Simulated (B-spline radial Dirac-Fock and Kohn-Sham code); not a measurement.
The computed values come from a radial B-spline solver: multi-electron Dirac-Fock with separately optimised hole states, Breit and Lamb-shift corrections added in first order. Free neutral atoms.

Question: Order these X-ray lines by photon energy, lowest first.
A. Bi Lα2
B. W Lβ4
C. Au Lβ3
D. W Lη
E. Pm Lα2
F. Pm Lη

Answer: F (5360.6 eV), E (5407.3 eV), D (8717.1 eV), B (9529.4 eV), A (10729.4 eV), C (11611.6 eV).
